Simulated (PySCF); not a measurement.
Start geometry of `CCN[Si@@H](C)C[CH2][GeH3]` from GFN2-xTB (Å):
```
atom  x, y, z in Å
C1    -2.492    1.668    0.625
C2    -2.330    0.418   -0.237
N3    -0.949    0.076   -0.486
Si4    0.032   -0.825    0.606
C5    -0.880   -2.436    1.018
C6     1.650   -1.215   -0.313
C7     2.243   -0.042   -1.084
Ge8    2.572    1.566    0.000
H9    -2.020    2.522    0.144
H10   -3.546    1.892    0.774
H11   -2.023    1.514    1.594
H12   -2.833    0.573   -1.199
H13   -2.799   -0.433    0.258
H14   -0.485    0.818   -0.992
H15    0.367   -0.148    1.885
H16   -0.211   -3.155    1.479
H17   -1.693   -2.259    1.714
H18   -1.299   -2.896    0.129
H19    1.500   -2.049   -1.002
H20    2.378   -1.556    0.425
H21    3.194   -0.341   -1.538
H22    1.582    0.224   -1.912
H23    1.319    2.292    0.380
H24    3.297    1.261    1.271
H25    3.413    2.556   -0.752
```

Q: What comes out of this run: PBE0-D3(BJ)/def2-SVP geometry optimisation, gas phase (PySCF 2.14.0)?

A: 
```
atom  x, y, z in Å
C1    -3.2458    1.5550    0.7249
C2    -2.9819    0.3508   -0.1695
N3    -1.5820    0.0622   -0.3999
Si4   -0.5667   -0.8526    0.6784
C5    -1.4298   -2.4506    1.1450
C6     1.0451   -1.2223   -0.2331
C7     1.6965   -0.0642   -0.9925
Ge8    2.1552    1.5099    0.0917
H9    -2.8087    2.4694    0.2917
H10   -4.3256    1.7294    0.8575
H11   -2.7960    1.4136    1.7204
H12   -3.4923    0.4956   -1.1394
H13   -3.4513   -0.5446    0.2726
H14   -1.1182    0.8020   -0.9189
H15   -0.2258   -0.1300    1.9576
H16   -0.7402   -3.0948    1.7138
H17   -2.3140   -2.2793    1.7779
H18   -1.7494   -2.9955    0.2430
H19    0.8308   -2.0524   -0.9306
H20    1.7471   -1.6318    0.5155
H21    2.6272   -0.3913   -1.4859
H22    1.0371    0.2839   -1.8060
H23    0.8771    2.2419    0.5519
H24    2.9599    1.0937    1.3389
H25    3.0012    2.4880   -0.7488
```

The energy falls by 0.168 eV over 8 energy and gradient evaluations, the largest force component goes from 0.0241 to 2.4e-04 Eh/bohr, and the atoms move by 0.136 Å rms after alignment. Among the bonds, Ge8–H23 and Ge8–H24 change most and about equally (+0.046 Å). Bonds longer at the end by more than 0.005 Å: 18 of 24; shorter: 2. Among the angles that change most is Si4–C6–H19, from 110.2° to 106.6°. Rotational constants go from 1482, 597.1, 473.6 to 1509, 549.8, 447.1 MHz. The orientation of the end geometry is arbitrary; only internal coordinates are fixed.

The run used 219 basis functions and 48 SCF cycles in all. On Intel Xeon 6975P-C, one thread, no GPU, shared host with 192 logical CPUs at a one-minute load of 53, this took 2.0 min of wall time and 0.95 GiB of memory at its peak.

Whether it is a minimum is left open (no frequencies). The numbers are those of one conformer.
